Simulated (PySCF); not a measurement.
Compound: C₈H₇N.
Atom-mapped SMILES: `[CH:1]#[C:2][C:3]1=[C:4]([N:5]=[CH2:6])[CH:7]=[CH:8][CH2:9]1` (hydrogens: H10 on C1; H11, H12 on C6; H13 on C7; H14 on C8; H15, H16 on C9)

Structure used (PBE0-D3(BJ)/def2-SVP), in Å, numbered top down from 1:
```xyz
16
C8H7N angstrom
C     -1.799    2.425    1.036
C     -0.961    1.610    0.695
C      0.042    0.701    0.298
C     -0.030   -0.673    0.256
N     -1.082   -1.487    0.623
C     -2.260   -1.247    0.223
C      1.270   -1.209   -0.141
C      2.124   -0.190   -0.361
C      1.437    1.108   -0.090
H     -2.546    3.135    1.336
H     -3.089   -1.869    0.588
H     -2.503   -0.439   -0.491
H      1.470   -2.276   -0.237
H      3.164   -0.272   -0.679
H      1.936    1.678    0.715
H      1.431    1.773   -0.972
```

All values: B3LYP/def2-SVPD (PySCF, non-relativistic), on one gas-phase PBE0-D3(BJ)/def2-SVP geometry that isn't relaxed in the solvent. The solvent is an IEF-PCM continuum (Bondi radii, 1.10 Å for H, scaled by 1.2). Only the electrostatic response of the medium enters.

Gas phase at B3LYP/def2-SVPD: HOMO -5.83 eV, LUMO -1.82 eV, dipole 1.29 D.

**Question.** What does the continuum do to the energy, the frontier levels and the dipole at B3LYP/def2-SVPD in chloroform and dimethylsulfoxide?

**Answer.** 
```csv
solvent,ε,E(solvent) − E(gas) (kJ/mol),polarisation term (kJ/mol),distortion of the solute (kJ/mol),HOMO (eV),LUMO (eV),dipole (D)
chloroform,4.711,-16.11,-18.05,1.94,-5.87,-1.82,1.66
dimethylsulfoxide,46.83,-22.94,-27.09,4.15,-5.90,-1.85,1.88
```

The polarisation term is half the interaction of the solute with the surface charges that it induces; the rest is the cost of distorting the solute's density. The sum is the electrostatic part of solvation alone. From chloroform to dimethylsulfoxide the lowering changes by a factor 1.42, Onsager's factor (ε − 1)/(2ε + 1) by 1.36 and ε itself by 9.9.

**Question.** Which radius a makes the point-dipole formula ΔE = −[(ε − 1)/(2ε + 1)]·μ²/a³ give the value in dimethylsulfoxide, with the gas-phase dipole?

**Answer.** μ = 0.506 au and |ΔE| = 0.00874 Eh give a = 1.28 Å; the farthest nucleus lies 4.02 Å from the centroid of the nuclei, so such a sphere wouldn't even hold the nuclei. The formula assumes a rigid point dipole at the centre of a sphere.

**Question.** Give the dipole vector in the frame of the coordinates (D, pointing from negative to positive charge), gas and dimethylsulfoxide.

**Answer.** Gas (-0.02, 0.63, -1.12), solvent (0.04, 0.96, -1.62). Its length changes by +46 % and its direction by 2°.

**Question.** How does the static polarisability (B3LYP/def2-SVPD, frozen core, with the continuum's full static response) change?

**Answer.** 
```tsv
medium	isotropic (au)	principal values (au)	⟨r²⟩ of the electrons (bohr²)
gas	106.7	63.4, 117.6, 139.0	1141.4
chloroform	137.0	79.6, 150.4, 180.9	1139.9
dimethylsulfoxide	151.9	90.3, 165.6, 199.9	1139.2
```

The isotropic value in dimethylsulfoxide is 1.42 times the gas-phase one; no cavity-field correction is applied. ⟨r²⟩ is taken about the centre of nuclear charge.
